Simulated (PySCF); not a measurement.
# CdB, PBE0: how much the basis matters

PySCF, UKS reference; doublet, unpaired electrons π ↑; De to Cd + B without counterpoise correction.

| basis | relativity | functions | Re (Å) | ωe (cm⁻¹) | De (eV) | μ (D) |
| --- | --- | --- | --- | --- | --- | --- |
| def2-SVP | scalar-relativistic core potentials | 45 | 2.426 | 272 | 0.45 | -1.93 |
| def2-SVPD | scalar-relativistic core potentials | 54 | 2.423 | 272 | 0.46 | -1.95 |
| def2-TZVPP | scalar-relativistic core potentials | 87 | 2.424 | 267 | 0.45 | -1.92 |

How does each smaller set differ from the one with most functions, def2-TZVPP?

def2-SVP: +0.2 pm, +1.9 % in ωe, +0.00 eV in De; def2-SVPD: -0.1 pm, +1.9 % in ωe, +0.01 eV in De. All at PBE0; the set with most functions is neither the basis-set limit nor always the best.

A positive dipole means Cd(−)B(+). Spin–orbit coupling is left out. The state was picked by a PBE0 search and need not be the measured ground state.
